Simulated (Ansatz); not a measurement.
Species: CF, charge 0, doublet. CF (SMILES [C]F, doublet).
B3LYP-D3(BJ)/def2-TZVP minimum from Ansatz (a quantum-chemistry and plane-wave program):
```
C
F 1 1.2755
```
Charge 0, spin multiplicity 2.

Quantity: atomisation energy (electronic, to ground-state atoms), in kcal/mol. Radicals and triplets start from unrestricted determinants; spin-orbit coupling is neglected. CBS(X,Y): correlation extrapolated as X^-3, Hartree-Fock from the larger set (Q,5: extrapolated as (X+1)exp(-9√X)). A bracket is a step between two methods taken in the basis named. Functionals run without relativity, which enters their misses. Double hybrids freeze cores in their MP2 part. '+ core + X2C': CCSD(T) terms for core correlation (cc-pwCVTZ) and scalar relativity (cc-pVTZ-DK).

CCSD(T)/CBS(cc-pVQZ,cc-pV5Z) + [CCSDT(Q) - CCSD(T)]/cc-pVQZ + [CCSDTQ - CCSDT(Q)]/cc-pVDZ + core + X2C (Ansatz) gives 132.6 kcal/mol.

Problem. How far off this value is PBE/def2-TZVPD (Ansatz), in which direction, and which of these levels come nearer: r2SCAN/def2-TZVPD, B3LYP/def2-TZVPD, PBE0/def2-TZVPD, wB97M-V/def2-TZVPD, B2PLYP/def2-TZVPD, CCSD(T)/CBS(cc-pVQZ,cc-pV5Z) + core + X2C?

Solution. PBE gives 144.7 kcal/mol, 12.1 kcal/mol above it. Differences of the others: r2SCAN/def2-TZVPD (Ansatz) 1.8; B3LYP/def2-TZVPD (Ansatz) 0.9; PBE0/def2-TZVPD (Ansatz) 1.8; wB97M-V/def2-TZVPD (Ansatz) 1.8; B2PLYP/def2-TZVPD (Ansatz) -0.2; CCSD(T)/CBS(cc-pVQZ,cc-pV5Z) + core + X2C (Ansatz) -0.2 kcal/mol. Nearer than PBE: r2SCAN/def2-TZVPD, B3LYP/def2-TZVPD, PBE0/def2-TZVPD, wB97M-V/def2-TZVPD, B2PLYP/def2-TZVPD, CCSD(T)/CBS(cc-pVQZ,cc-pV5Z) + core + X2C.
